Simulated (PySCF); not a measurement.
Level of theory: PySCF with ωB97X-D3(BJ)/def2-TZVP // PBE0-D3(BJ)/def2-TZVP. All species are isolated molecules in the gas phase. One relaxed conformer stands for a flexible species; it need not be the lowest. 

Reference species (SMILES): `[SH][In][SH]` (H–S–In–S torsion 2°, S–In–S–H torsion 2°) (neutral, multiplicity 2).

```
Property                          Value
-----------------------------  --------
highest occupied spin orbital  -8.38 eV
```

Changed species: `[OH][In][SH]` (H–O–In–S torsion -180°, O–In–S–H torsion 0°) (radical fragment; the reference has radical fragment).

### Question
Predict the effect on the highest occupied spin orbital.

### Answer
the highest occupied spin orbital falls by 0.06 eV, to -8.44 eV.
